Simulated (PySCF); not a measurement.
Excitations are Tamm–Dancoff values on a coarser integration grid. The basis has no diffuse functions, so Rydberg states are missing or too high.

CH₂B₂O, SMILES `OC1B=B1` (H–O–C–B torsion 133°) (charge 0, multiplicity 1)

These are PySCF with r2SCAN-D4/def2-TZVP values and carry that method's errors.

The HOMO is -5.89 eV. The dipole moment is 3.96 D. The LUMO is -4.22 eV and the HOMO–LUMO gap is 1.66 eV. The S1 excitation (TDA) is 2.31 eV and the S1 oscillator strength comes out as 0.021. The T1 excitation (TDA) is 0.38 eV. The S1–T1 gap (TDA) comes out as 1.93 eV and the total energy is -163.9400 Ha. The cost is roughly 4 core-minutes.

```xyz
6

O      1.3113    -0.8631    -0.3686
C      0.1289    -0.2932     0.0627
B     -0.9624    -1.2121    -0.8361
B     -1.3532    -0.4406     0.4644
H      1.9479    -0.1638    -0.5914
H      0.3306     0.6730     0.5747
```
